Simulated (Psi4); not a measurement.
Cl2 (SMILES ClCl), singlet, at a GFN2-xTB geometry; Psi4 1.11 with B97M-V/STO-3G.

Input for Psi4:
```
memory 2 GB

molecule mol {
0 1
  Cl   -0.000000   -0.000000   -1.008426
  Cl    0.000000    0.000000    1.008426
}

set basis sto-3g
set reference rks

energy('b97m-v')
print_variables()
```

What the program printed (banner, timings and long lists left out):

```
   => Loading Basis Set <=

    Name: STO-3G
    Role: ORBITAL
    Keyword: BASIS

         ---------------------------------------------------------
                                   SCF
               by Justin Turney, Rob Parrish, Andy Simmonett
                          and Daniel G. A. Smith
                              RKS Reference
         ---------------------------------------------------------

  ==> Geometry <==

    Molecular point group: d2h
    Full point group: D_inf_h

    Geometry (in Angstrom), charge = 0, multiplicity = 1:

       Center              X                  Y                   Z               Mass
    ------------   -----------------  -----------------  -----------------  -----------------
         CL           0.000000000000     0.000000000000    -1.008426000000    34.968852682000
         CL           0.000000000000     0.000000000000     1.008426000000    34.968852682000

  Running in d2h symmetry.

  Rotational constants: A = ************  B =      0.23703  C =      0.23703 [cm^-1]
  Rotational constants: A = ************  B =   7105.87807  C =   7105.87807 [MHz]
  Nuclear repulsion =   75.827187063616961

  Charge       = 0
  Multiplicity = 1
  Electrons    = 34
  Nalpha       = 17
  Nbeta        = 17

  ==> Algorithm <==

  SCF Algorithm Type is DF.
  DIIS enabled.
  MOM disabled.
  Fractional occupation disabled.
  Guess Type is SAD.
  Energy threshold   = 1.00e-06
  Density threshold  = 1.00e-06
  Integral threshold = 1.00e-12

  ==> Primary Basis <==

  Basis Set: STO-3G
    Blend: STO-3G
    Number of shells: 10
    Number of basis functions: 18
    Number of Cartesian functions: 18
    Spherical Harmonics?: true
    Max angular momentum: 1

  ==> DFT Potential <==

   => LibXC <=

    Version 7.1.2
    S. Lehtola, C. Steigemann, M. J. T. Oliveira, and M. A. L. Marques,  SoftwareX 7, 1–5 (2018) (10.1016/j.softx.2017.11.002)

   => Composite Functional: B97M-V <=

    B97M-V GGA Exchange-Correlation Functional

    N. Mardirossian and M. Head-Gordon,  J. Chem. Phys. 142, 074111 (2015) (10.1063/1.4907719)

    Deriv               =              1
    GGA                 =           TRUE
    Meta                =           TRUE

    Exchange Hybrid     =          FALSE
    MP2 Hybrid          =          FALSE

   => Exchange-Correlation Functionals <=

    1.0000   B97M-V exchange-correlation functional

   => LibXC Density Thresholds  <==

    XC_MGGA_XC_B97M_V:  1.00E-15

   => VV10 Non-Local Parameters <=

[...]
   @DF-RKS iter   2:  -910.24983605554939   -2.19727e-03   1.60406e-03 ADIIS/DIIS
   @DF-RKS iter   3:  -910.25005390379908   -2.17848e-04   7.36284e-06 DIIS
   @DF-RKS iter   4:  -910.25005390834042   -4.54133e-09   5.49407e-09 DIIS
  Energy and wave function converged.

  ==> Post-Iterations <==

   Electrons on quadrature grid:
      Ntotal   =   33.9999957978 ; deviation = -4.202e-06

    Orbital Energies [Eh]
    ---------------------

    Doubly Occupied:

[...]
    Virtual:

       5B1u   -0.091673

    Final Occupation by Irrep:
             Ag   B1g   B2g   B3g    Au   B1u   B2u   B3u
    DOCC [     5,    0,    2,    2,    0,    4,    2,    2 ]
    NA   [     5,    0,    2,    2,    0,    4,    2,    2 ]
    NB   [     5,    0,    2,    2,    0,    4,    2,    2 ]

  @DF-RKS Final Energy:  -910.25005390834042

   => Energetics <=

    Nuclear Repulsion Energy =             75.8271870636169609
    One-Electron Energy =               -1408.9350646109874106
    Two-Electron Energy =                 479.0796754394639834
    DFT Exchange-Correlation Energy =     -56.3655789523007584
    Empirical Dispersion Energy =           0.0000000000000000
    VV10 Nonlocal Energy =                  0.1437271518669070
    Total Energy =                       -910.2500539083404192

Computation Completed

Properties will be evaluated at   0.000000,   0.000000,   0.000000 [a0]

Properties computed using the SCF density matrix

 Multipole Moments:

 ------------------------------------------------------------------------------------
     Multipole            Electronic (a.u.)      Nuclear  (a.u.)        Total (a.u.)
 ------------------------------------------------------------------------------------

 L = 1.  Multiply by 2.5417464519 to convert [e a0] to [Debye]
 Dipole X            :          0.0000000            0.0000000            0.0000000
 Dipole Y            :          0.0000000            0.0000000            0.0000000
 Dipole Z            :          0.0000000            0.0000000            0.0000000
 Magnitude           :                                                    0.0000000

 ------------------------------------------------------------------------------------

  Variable Map:
  ----------------------------------------------------------------------------
[...]
  Array Variable Map:
  ----------------------------------------------------------------------------
[...]
[...]
```
